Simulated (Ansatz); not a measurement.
`FB(F)[Si](Cl)(Cl)Cl` and `CN[Si](Cl)(Cl)Cl` differ in one atom or group.

Ansatz, PBE0-D4/def2-TZVP geometries, multiplicity 1. Each molecule was computed in one conformer, which needn't be the lowest.

| property | `FB(F)[Si](Cl)(Cl)Cl` |
| --- | --- |
| HOMO–LUMO gap (B3LYP/def2-TZVPP) / eV | 6.91 |
| HOMO–LUMO gap (PBE/def2-TZVPP) / eV | 5.03 |
| size of the dipole moment (ωB97M-V/def2-TZVPP) / D | 0.14 |
| LUMO energy (ωB97M-V/def2-TZVPP) / eV | 0.21 |
| size of the dipole moment (B3LYP/def2-TZVPP) / D | 0.12 |
| LUMO energy (B3LYP/def2-TZVPP) / eV | -2.03 |

**Question.** What does the change do to each property? (An estimate is asked.)

**Answer.** Computed: 
```tsv
property	`CN[Si](Cl)(Cl)Cl`	shift
HOMO–LUMO gap (B3LYP/def2-TZVPP) / eV	7.42	0.51
HOMO–LUMO gap (PBE/def2-TZVPP) / eV	5.51	0.48
size of the dipole moment (ωB97M-V/def2-TZVPP) / D	2.55	2.41
LUMO energy (ωB97M-V/def2-TZVPP) / eV	2.13	1.92
size of the dipole moment (B3LYP/def2-TZVPP) / D	2.56	2.44
LUMO energy (B3LYP/def2-TZVPP) / eV	0.03	2.06
```

With PBE0 the HOMO rises by 1.53 eV and the LUMO rises by 2.16 eV, so the gap widens by about 0.63 eV. PBE moves the HOMO by 1.56 eV and ωB97M-V by 1.34 eV. Dipoles are sizes alone; their direction can turn.

B3LYP here is the variant with VWN-RPA as its local correlation; programs differ in this.
